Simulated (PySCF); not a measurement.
Compound: C4H2F3N3.
Structure used (GFN2-xTB), in Å, numbered top down from 1:
```
atom  x, y, z in Å
F1    -2.3957    0.6965    0.6612
C2    -1.7469   -0.3349    0.0977
F3    -2.2643   -0.4846   -1.1325
F4    -2.0500   -1.4246    0.7937
C5    -0.2578   -0.0667    0.0254
C6     0.2388    1.1734   -0.3888
N7     1.5443    1.3694   -0.4362
N8     2.3520    0.4085   -0.1084
C9     1.8569   -0.7548    0.2624
N10    0.5627   -1.0460    0.3505
H11   -0.3955    1.9998   -0.6711
H12    2.5566   -1.5367    0.5200
```

Computed at PBE0/pcSseg-1 (PySCF, non-relativistic), with Q(14N) = 0.02044 b: N7, 14N (I = 1): χzz = -6.692 MHz, η = 0.309; N8, 14N (I = 1): χzz = -6.376 MHz, η = 0.207; N10, 14N (I = 1): χzz = -5.663 MHz, η = 0.505.

Problem. Where would the pure quadrupole (NQR) lines of 14N at N7 fall for the rigid, isolated species?

Solution. From ν± = (3/4)|χ|(1 ± η/3) and ν0 = |χ|η/2: ν+ 5.535 MHz, ν− 4.502 MHz, ν0 1.033 MHz (pyridine-type nitrogen).

Problem. Where would the pure quadrupole (NQR) lines of 14N at N8 fall for the rigid, isolated species?

Solution. From ν± = (3/4)|χ|(1 ± η/3) and ν0 = |χ|η/2: ν+ 5.113 MHz, ν− 4.452 MHz, ν0 0.661 MHz (pyridine-type nitrogen).

Problem. Find the zero-field quadrupole resonance frequencies of 14N at N10.

Solution. From ν± = (3/4)|χ|(1 ± η/3) and ν0 = |χ|η/2: ν+ 4.962 MHz, ν− 3.533 MHz, ν0 1.429 MHz (pyridine-type nitrogen).

In a crystal, neighbours and librations shift these lines. GFN2-xTB bond lengths can be off by several hundredths of an ångström, more for odd bonds, and the gradients follow them. A larger basis could move these couplings by a tenth or more.
